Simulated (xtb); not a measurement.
C₂H₆OZn, singlet, geometry from GFN2-xTB (such geometries of metal compounds can be far from the true shape); GFN2-xTB (xtb).

Here is a job for xtb.
```
$ xtb mol.xyz --gfn 2 --opt --json

# file mol.xyz
10

Zn     0.51336456     0.04268395     0.35947764
C     -0.18985124    -1.05497978    -1.17737509
C     -1.57289452    -0.53229609    -1.54371968
H     -0.25714403    -2.10520493    -0.90394124
H      0.46664509    -0.98835194    -2.04136197
H     -1.53274000     0.50864029    -1.85911762
H     -2.26093044    -0.60806788    -0.70373102
H     -1.98257239    -1.11857733    -2.36859514
O      0.03734617     1.34267470     1.41084832
H      0.44351018     1.81330083     2.13219997
```

Output, abridged:

```
   ID    Z sym.   atoms
    1   30 Zn     1
    2    6 C      2, 3
    3    1 H      4-8, 10
    4    8 O      9

           -------------------------------------------------
          |                Calculation Setup                |
           -------------------------------------------------

           -------------------------------------------------
          |                 G F N 2 - x T B                 |
           -------------------------------------------------

          ...................................................
          :                      SETUP                      :
          :.................................................:
          :  # basis functions                  22          :
          :  # atomic orbitals                  22          :
          :  # shells                           14          :
          :  # electrons                        22          :
          :  max. iterations                   250          :
          :  Hamiltonian                  GFN2-xTB          :
          :  restarted?                      false          :
          :  GBSA solvation                  false          :
          :  PC potential                    false          :
          :  electronic temp.          300.0000000     K    :
          :  accuracy                    1.0000000          :
          :  -> integral cutoff          0.2500000E+02      :
          :  -> integral neglect         0.1000000E-07      :
          :  -> SCF convergence          0.1000000E-05 Eh   :
          :  -> wf. convergence          0.1000000E-03 e    :
          :  Broyden damping             0.4000000          :
          :  net charge                          0          :
          :  unpaired electrons                  0          :
          ...................................................

 iter      E             dE          RMSdq      gap      omega  full diag
   1    -11.8952316 -0.118952E+02  0.649E+00    4.14       0.0  T
   2    -11.8696464  0.255852E-01  0.451E+00    4.99       1.0  T
   3    -12.0089366 -0.139290E+00  0.261E+00    3.90       1.0  T
   4    -12.0481339 -0.391973E-01  0.614E-01    4.07       1.0  T
   5    -12.0493066 -0.117273E-02  0.199E-01    4.08       1.0  T
   6    -12.0493886 -0.819627E-04  0.104E-01    4.05       1.0  T
   7    -12.0494141 -0.255419E-04  0.466E-02    4.07       1.0  T
   8    -12.0494234 -0.923384E-05  0.285E-02    4.07       1.1  T
   9    -12.0494261 -0.269092E-05  0.595E-03    4.07       5.3  T
  10    -12.0494261 -0.633072E-07  0.141E-03    4.07      22.5  T
  11    -12.0494261 -0.154926E-07  0.471E-04    4.07      67.2  T
  12    -12.0494261 -0.790294E-09  0.103E-04    4.07     307.7  T

   *** convergence criteria satisfied after 12 iterations ***

         :::::::::::::::::::::::::::::::::::::::::::::::::::::
         ::                     SUMMARY                     ::
         :::::::::::::::::::::::::::::::::::::::::::::::::::::
         :: total energy             -11.925756460261 Eh    ::
         :: gradient norm              0.000029871553 Eh/a0 ::
         :: HOMO-LUMO gap              4.067153174444 eV    ::
         ::.................................................::
         :: SCC energy               -12.049423004758 Eh    ::
         :: -> isotropic ES            0.084434031996 Eh    ::
         :: -> anisotropic ES          0.001095304568 Eh    ::
         :: -> anisotropic XC          0.004130472942 Eh    ::
         :: -> dispersion             -0.004103131285 Eh    ::
         :: repulsion energy           0.123666544497 Eh    ::
         :: add. restraining           0.000000000000 Eh    ::
         :: total charge              -0.000000000000 e     ::
         :::::::::::::::::::::::::::::::::::::::::::::::::::::

      -----------------------------------------------------------
     |                   =====================                   |
     |                        A N C O P T                        |
     |                   =====================                   |
     |               Approximate Normal Coordinate               |
     |                Rational Function Optimizer                |
      -----------------------------------------------------------
      -----------------------------------------------------------
     |                   =====================                   |
     |                        A N C O P T                        |
     |                   =====================                   |
     |               Approximate Normal Coordinate               |
     |                Rational Function Optimizer                |
      -----------------------------------------------------------

          ...................................................
          :                      SETUP                      :
          :.................................................:
          :   optimization level            normal          :
          :   max. optcycles                   200          :
          :   ANC micro-cycles                  20          :
          :   degrees of freedom                24          :
          :.................................................:
          :   RF solver                   davidson          :
          :   write xtbopt.log                true          :
          :   linear?                        false          :
          :   energy convergence         0.5000000E-05 Eh   :
          :   grad. convergence          0.1000000E-02 Eh/α :
          :   maxmium RF displ.          1.0000000          :
          :   Hlow (freq-cutoff)         0.1000000E-01      :
          :   Hmax (freq-cutoff)         5.0000000          :
          :   S6 in model hess.         20.0000000          :
          ...................................................

generating ANC from exact Hessian ...
Using Lindh-Hessian (1995)
 Shifting diagonal of input Hessian by    7.5020822920438242E-003
[...]
 * total energy  :   -11.9257565 Eh     change       -0.1264056E-10 Eh
   *** GEOMETRY OPTIMIZATION CONVERGED AFTER 1 ITERATIONS ***
[...]
   3    -12.0494261 -0.772715E-12  0.446E-06    4.07    7083.6  T

   *** convergence criteria satisfied after 3 iterations ***

         :::::::::::::::::::::::::::::::::::::::::::::::::::::
         ::                     SUMMARY                     ::
         :::::::::::::::::::::::::::::::::::::::::::::::::::::
         :: total energy             -11.925756460276 Eh    ::
         :: gradient norm              0.000029374286 Eh/a0 ::
         :: HOMO-LUMO gap              4.067158620098 eV    ::
         ::.................................................::
         :: SCC energy               -12.049423004773 Eh    ::
         :: -> isotropic ES            0.084434606232 Eh    ::
         :: -> anisotropic ES          0.001095244528 Eh    ::
         :: -> anisotropic XC          0.004130477077 Eh    ::
         :: -> dispersion             -0.004103130018 Eh    ::
         :: repulsion energy           0.123666544497 Eh    ::
         :: add. restraining           0.000000000000 Eh    ::
         :: total charge              -0.000000000000 e     ::
         :::::::::::::::::::::::::::::::::::::::::::::::::::::

           -------------------------------------------------
          |                Property Printout                |
           -------------------------------------------------

    * Orbital Energies and Occupations

         #    Occupation            Energy/Eh            Energy/eV
      -------------------------------------------------------------
         1        2.0000           -0.6393134             -17.3966
         2        2.0000           -0.6133520             -16.6902
         3        2.0000           -0.5686827             -15.4746
         4        2.0000           -0.5300605             -14.4237
         5        2.0000           -0.5050520             -13.7432
         6        2.0000           -0.4894553             -13.3188
         7        2.0000           -0.4692933             -12.7701
         8        2.0000           -0.4438404             -12.0775
         9        2.0000           -0.4424872             -12.0407
        10        2.0000           -0.4106616             -11.1747
        11        2.0000           -0.3869508             -10.5295 (HOMO)
        12                         -0.2374854              -6.4623 (LUMO)
        13                         -0.0538165              -1.4644
        14                          0.0137723               0.3748
        15                          0.1285730               3.4986
        16                          0.1496874               4.0732
        17                          0.1671755               4.5491
        18                          0.1915289               5.2118
        19                          0.2197505               5.9797
        20                          0.2723604               7.4113
        21                          0.2744067               7.4670
        22                          0.6384025              17.3718
      -------------------------------------------------------------
                  HL-Gap            0.1494653 Eh            4.0672 eV
             Fermi-level           -0.3122181 Eh           -8.4959 eV

     #   Z          covCN         q      C6AA      α(0)
     1  30 Zn       1.594     0.289   121.712    21.551
     2   6 C        3.654    -0.120    23.125     6.904
     3   6 C        3.776    -0.100    22.440     6.749
     4   1 H        0.925     0.050     2.316     2.380
     5   1 H        0.925     0.050     2.317     2.380
     6   1 H        0.925     0.048     2.351     2.398
     7   1 H        0.925     0.048     2.343     2.394
     8   1 H        0.924     0.046     2.369     2.407
     9   8 O        1.543    -0.594    25.109     6.760
    10   1 H        0.806     0.283     0.774     1.382

 Mol. C6AA /au·bohr⁶  :       1142.577686
 Mol. C8AA /au·bohr⁸  :      39551.585528
 Mol. α(0) /au        :         55.304276

Wiberg/Mayer (AO) data.
largest (>0.10) Wiberg bond orders for each atom

 ---------------------------------------------------------------------------
     #   Z sym  total        # sym  WBO       # sym  WBO       # sym  WBO
 ---------------------------------------------------------------------------
     1  30 Zn   1.830 --     9 O    0.907     2 C    0.805
     2   6 C    3.994 --     3 C    1.026     5 H    0.970     4 H    0.969
                             1 Zn   0.805     9 O    0.213
     3   6 C    3.996 --     2 C    1.026     6 H    0.979     7 H    0.978
                             8 H    0.973
     4   1 H    0.997 --     2 C    0.969
     5   1 H    0.997 --     2 C    0.970
     6   1 H    0.998 --     3 C    0.979
     7   1 H    0.998 --     3 C    0.978
     8   1 H    0.998 --     3 C    0.973
     9   8 O    2.036 --     1 Zn   0.907    10 H    0.899     2 C    0.213
    10   1 H    0.920 --     9 O    0.899
 ---------------------------------------------------------------------------

Topologies differ in total number of bonds
Writing topology from bond orders to xtbtopo.mol

molecular dipole:
                 x           y           z       tot (Debye)
 q only:        0.320      -0.576      -0.406
   full:        0.512      -0.526      -0.241       1.963
molecular quadrupole (traceless):
                xx          xy          yy          xz          yz          zz
 q only:        0.663       1.242      -1.338       2.207       0.200       0.675
  q+dip:       -0.054       2.168      -1.386       2.645       0.657       1.440
   full:        0.607       2.305      -1.841       3.000      -0.082       1.235

optimized geometry written to: xtbopt.xyz

           -------------------------------------------------
          | TOTAL ENERGY              -11.925756460276 Eh   |
          | GRADIENT NORM               0.000029374286 Eh/α |
          | HOMO-LUMO GAP               4.067158620098 eV   |
           -------------------------------------------------
```
